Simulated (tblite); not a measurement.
Compound: C2H11GeNSi.
Bonds: C1–N2, N2–Ge3, Ge3–C4, C4–Si5. Hydrogens: H6, H7, H8 on C1; H9 on N2; H10, H11 on Ge3; H12, H13 on C4; H14, H15, H16 on Si5.

Computed with GFN2-xTB (tblite), gas phase: L-BFGS steps from a force-field or distance-geometry start until the largest atomic force falls under 0.01 eV/Å.

Step 31: E = -447.5765 eV
```
atom  x, y, z in Å  |  force x, y, z in eV/Å
C1     -2.1066    0.3415    0.8016   -0.012   0.008   0.003
N2     -1.1698    1.0891   -0.0184    0.039   0.038   0.026
Ge3    -0.1510    0.2822   -1.2934    0.015  -0.051  -0.037
C4      0.9957   -1.0583   -0.4265   -0.002  -0.050   0.000
Si5     2.1456   -0.3003    0.8763   -0.002   0.009  -0.009
H6     -1.5777   -0.4834    1.2790    0.009   0.008  -0.038
H7     -2.9478   -0.0755    0.2341   -0.008   0.006   0.010
H8     -2.5091    0.9875    1.5836    0.014  -0.009   0.012
H9     -1.5806    1.9621   -0.3171   -0.056   0.026  -0.010
H10    -0.9787   -0.3932   -2.3865   -0.020   0.001  -0.038
H11     0.5915    1.4235   -1.9418   -0.018  -0.040   0.044
H12     1.5784   -1.5803   -1.1845    0.017   0.044  -0.022
H13     0.3627   -1.8147    0.0383   -0.022   0.015   0.002
H14     1.3695    0.3187    1.9483   -0.019   0.003   0.034
H15     3.0086    0.6992    0.2452    0.031   0.012  -0.011
H16     2.9618   -1.3892    1.4227    0.036  -0.018   0.033
```

Step 32: E = -447.5774 eV
```
atom  x, y, z in Å  |  force x, y, z in eV/Å
C1     -2.1085    0.3443    0.8027   -0.017  -0.007   0.021
N2     -1.1755    1.0884   -0.0236    0.039   0.036   0.031
Ge3    -0.1508    0.2805   -1.2929    0.018  -0.027  -0.064
C4      0.9977   -1.0589   -0.4279    0.018  -0.044   0.023
Si5     2.1475   -0.3018    0.8769    0.006   0.018  -0.001
H6     -1.5796   -0.4830    1.2746    0.018  -0.013  -0.035
H7     -2.9574   -0.0680    0.2438   -0.008   0.003  -0.004
H8     -2.5010    0.9888    1.5906    0.011   0.012   0.014
H9     -1.5897    1.9584   -0.3258   -0.050   0.034  -0.017
H10    -0.9741   -0.3956   -2.3902   -0.013   0.006  -0.032
H11     0.5925    1.4265   -1.9368   -0.031  -0.062   0.049
H12     1.5821   -1.5793   -1.1858    0.012   0.047  -0.027
H13     0.3669   -1.8169    0.0366   -0.029   0.010   0.003
H14     1.3670    0.3183    1.9472    0.001  -0.013   0.017
H15     3.0116    0.7004    0.2479    0.013  -0.013   0.002
H16     2.9637   -1.3934    1.4237    0.014   0.012   0.020
```

Step 33: E = -447.5783 eV
```
atom  x, y, z in Å  |  force x, y, z in eV/Å
C1     -2.1101    0.3473    0.8041   -0.009  -0.013   0.027
N2     -1.1802    1.0896   -0.0273    0.026   0.028   0.024
Ge3    -0.1506    0.2783   -1.2928    0.004  -0.002  -0.061
C4      1.0000   -1.0603   -0.4290    0.031  -0.020   0.039
Si5     2.1494   -0.3034    0.8774    0.013   0.021   0.013
H6     -1.5810   -0.4831    1.2695    0.024  -0.029  -0.034
H7     -2.9662   -0.0594    0.2523   -0.005   0.001  -0.013
H8     -2.4929    0.9895    1.5983    0.008   0.029   0.014
H9     -1.6011    1.9547   -0.3358   -0.032   0.025  -0.018
H10    -0.9707   -0.3980   -2.3939   -0.005   0.013  -0.025
H11     0.5941    1.4276   -1.9307   -0.036  -0.071   0.042
H12     1.5861   -1.5770   -1.1879    0.004   0.039  -0.027
H13     0.3705   -1.8190    0.0352   -0.030  -0.003   0.001
H14     1.3642    0.3176    1.9460    0.021  -0.028  -0.002
H15     3.0148    0.7017    0.2504   -0.005  -0.038   0.014
H16     2.9660   -1.3973    1.4252   -0.010   0.047   0.005
```

Task: Estimate the geometry and energy of step 34. (The exact step hangs on the optimiser's Hessian estimate; all steps are aligned on step 33, rigid shifts and turns removed.)

Result: E = -447.5792 eV, largest force 0.074 eV/Å
```
atom  x, y, z in Å  |  force x, y, z in eV/Å
C1     -2.1111    0.3497    0.8055    0.007  -0.008   0.018
N2     -1.1832    1.0924   -0.0292    0.005   0.014   0.009
Ge3    -0.1508    0.2762   -1.2933   -0.018   0.009  -0.024
C4      1.0021   -1.0619   -0.4294    0.027   0.010   0.039
Si5     2.1512   -0.3045    0.8779    0.012   0.017   0.023
H6     -1.5813   -0.4837    1.2642    0.023  -0.034  -0.033
H7     -2.9724   -0.0516    0.2579    0.001   0.000  -0.013
H8     -2.4865    0.9896    1.6053    0.009   0.036   0.010
H9     -1.6122    1.9519   -0.3449   -0.007   0.002  -0.013
H10    -0.9694   -0.3997   -2.3968    0.003   0.019  -0.018
H11     0.5959    1.4263   -1.9244   -0.031  -0.061   0.024
H12     1.5898   -1.5740   -1.1903   -0.005   0.027  -0.019
H13     0.3728   -1.8209    0.0344   -0.020  -0.014  -0.005
H14     1.3620    0.3165    1.9447    0.034  -0.036  -0.011
H15     3.0173    0.7021    0.2524   -0.013  -0.050   0.020
H16     2.9683   -1.3996    1.4270   -0.026   0.069  -0.006
```

The energy changes by -0.0008 eV. The first-order estimate −F·Δx gives -0.0012 eV and the mean of the old and new forces, exact on a quadratic surface, -0.0008 eV. The step makes an angle of 75° with the force vector and moves no atom by more than 0.015 Å.

The cost below is that of the whole relaxation. Time: 0.49 s of wall time. Hardware: an Arm Neoverse V2 with one thread, shared host.
